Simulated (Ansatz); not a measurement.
```yaml
crystal:
  periodic: [false, false, false]
  atoms:
    - {symbol: O, position_ang: [-1.752320, 0.807546, -0.489834]}
    - {symbol: Al, position_ang: [-0.123893, 0.705193, -0.051232]}
    - {symbol: D, position_ang: [0.673407, -1.008020, 0.206859]}
    - {symbol: F, position_ang: [2.053149, -0.936848, 0.618481]}
    - {symbol: H, position_ang: [-2.219778, 1.514366, -0.696337]}
    - {symbol: H, position_ang: [0.663499, 2.058178, 0.143926]}
    - {symbol: H, position_ang: [0.594208, -1.602829, -0.714170]}
    - {symbol: H, position_ang: [0.112214, -1.605926, 0.979860]}
basis:
  gaussian: {orbitals: 6-31G}
hamiltonian: {xc: {name: B3LYP5}}
```

```sh
$ ansatz run in.yaml --threads 2 --pin off --events-out ev --progress --plain --max-ram 4352MiB
```

(1) How does Ansatz answer? (Best estimate.)

## Answers

(1) Ansatz gave: The input was rejected before any iteration.
```
Error: YAML parse error: error: line 6 column 16: `D` is not an element symbol (H … Og, case-exact)
 --> <input>:6:16
4 |     - {symbol: O, position_ang: [-1.752320, 0.807546, -0.489834]}
5 |     - {symbol: Al, position_ang: [-0.123893, 0.705193, -0.051232]}
6 |     - {symbol: D, position_ang: [0.673407, -1.008020, 0.206859]}
7 |     - {symbol: F, position_ang: [2.053149, -0.936848, 0.618481]}
8 |     - {symbol: H, position_ang: [-2.219778, 1.514366, -0.696337]}
```

B3LYP here is the variant with VWN-RPA as its local correlation; programs differ in this.
